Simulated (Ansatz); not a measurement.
One change: `O[SiH2]S` becomes `OCO[SiH2]S`.

Ansatz, PBE0-D4/def2-TZVP geometries, multiplicity 1. Each molecule was computed in one conformer, which needn't be the lowest.

```
                                          property  `O[SiH2]S`
                 HOMO energy (PBE/def2-TZVPP) / eV       -6.45
             LUMO energy (ωB97M-V/def2-TZVPP) / eV        1.89
    size of the dipole moment (PBE/def2-TZVPP) / D        0.85
size of the dipole moment (ωB97M-V/def2-TZVPP) / D        0.83
                LUMO energy (PBE0/def2-TZVPP) / eV        0.26
                 LUMO energy (PBE/def2-TZVPP) / eV       -0.61
```

Problem. What does the change do to each property? (Best estimate.)

Solution. Computed: 
```tsv
property	`OCO[SiH2]S`	shift
HOMO energy (PBE/def2-TZVPP) / eV	-6.35	0.10
LUMO energy (ωB97M-V/def2-TZVPP) / eV	2.03	0.14
size of the dipole moment (PBE/def2-TZVPP) / D	1.96	1.11
size of the dipole moment (ωB97M-V/def2-TZVPP) / D	1.97	1.14
LUMO energy (PBE0/def2-TZVPP) / eV	0.37	0.11
LUMO energy (PBE/def2-TZVPP) / eV	-0.55	0.06
```

Dipoles are sizes alone; their direction can turn.
